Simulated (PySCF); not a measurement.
`Cc1cnn([SiH3])c1`, C₄H₈N₂Si

Geometry:
```
atom   x (Å)   y (Å)   z (Å)
  C1  -2.556  -0.369  -0.052
  C2  -1.132   0.051   0.064
  C3  -0.633   1.279   0.552
  N4   0.678   1.306   0.525
  N5   1.078   0.121   0.031
 Si6   2.798  -0.141  -0.186
  C7   0.001  -0.652  -0.258
  H8  -3.010  -0.447   0.935
  H9  -3.123   0.363  -0.625
 H10  -2.627  -1.335  -0.546
 H11  -1.188   2.121   0.917
 H12   3.191   0.393  -1.490
 H13   2.960  -1.596  -0.147
 H14   3.435   0.548   0.925
 H15   0.125  -1.635  -0.667
```

Level of theory: PySCF, GIAO KT3/pcSseg-1 magnetisability, rotational g tensor and spin-rotation constants, non-relativistic, gas phase. Geometry: GFN2-xTB.

Problem. How diamagnetic is it, and how anisotropic?

Solution. Isotropic -1112 × 10⁻³⁰ J/T², or -67.0 × 10⁻⁶ cm³/mol; principal values -1542, -984, -811 × 10⁻³⁰ J/T², anisotropy 662 × 10⁻³⁰ J/T² (root of half the summed squared differences of the principal values). The susceptibility is in cgs units.

Problem. Split it along the inertial axes a, b, c into diamagnetic and paramagnetic parts about the centre of mass, with the quadrupole moment.

Solution. 
| axis | χ (10⁻⁶ cm³/mol) | diamagnetic (10⁻⁶ cm³/mol) | paramagnetic (10⁻⁶ cm³/mol) | summed x² of all electrons (Å²) | quadrupole Θ (D Å) |
| --- | --- | --- | --- | --- | --- |
| a | -58.4 | -288.2 | 229.8 | 226.9 | +8.38 |
| b | -49.7 | -1027.3 | 977.6 | 52.7 | -2.77 |
| c | -92.8 | -1185.9 | 1093.0 | 15.3 | -5.61 |

Anisotropies 2χaa − χbb − χcc = +25.6 and 2χbb − χaa − χcc = +52.0 × 10⁻⁶ cm³/mol. Θ is traceless in Buckingham's convention.

Problem. And the rotational g tensor?

Solution. 
| axis | rotational constant (GHz) | g | nuclear part | electronic part |
| --- | --- | --- | --- | --- |
| a | 6.7750 | -0.1004 | 0.6310 | -0.7313 |
| b | 1.3262 | -0.0210 | 0.5881 | -0.6091 |
| c | 1.1315 | +0.0059 | 0.5869 | -0.5810 |

Asymmetric top; isotopes 12C, 1H, 14N, 28Si; no vibrational averaging.
